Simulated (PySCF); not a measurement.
Delta-SCF ions had no search for a lower state. Excitations are Tamm–Dancoff values on a coarser integration grid. The basis has no diffuse functions, so Rydberg states are missing or too high.

## C3H4O2, SMILES `OC1(O)C=C1` (H–O–C–O torsion -53°, O–C–O–H torsion -53°) (charge 0, multiplicity 1)

These are PySCF 2.14.0 with PBE-D3(BJ)/def2-TZVP // B3LYP-D3(BJ)/def2-TZVP values and carry that method's errors.

```
Item                                                       Value
--------------------------------------  ------------------------
HOMO                                                    -5.82 eV
dipole moment                                             0.09 D
LUMO                                                    -1.15 eV
HOMO–LUMO gap                                            4.67 eV
S1 excitation (TDA)                                      4.88 eV
S1 oscillator strength                                     0.002
T1 excitation (TDA)                                      4.33 eV
S1–T1 gap (TDA)                                          0.55 eV
vertical ionisation energy (Delta-SCF)                   9.25 eV
total energy                                        -266.8853 Ha
cost                                    roughly 100 core-seconds
```

```xyz
9

O     -1.2268    -0.3075    -0.8775
C     -0.1996    -0.0583     0.0496
O     -0.6273    -0.3427     1.3585
C      0.7727     0.9923    -0.2520
C      1.2161    -0.2333    -0.2750
H     -1.5423    -1.2083    -0.7279
H     -1.4512     0.1395     1.5070
H      0.9740     2.0435    -0.3723
H      2.0426    -0.9075    -0.4241
```
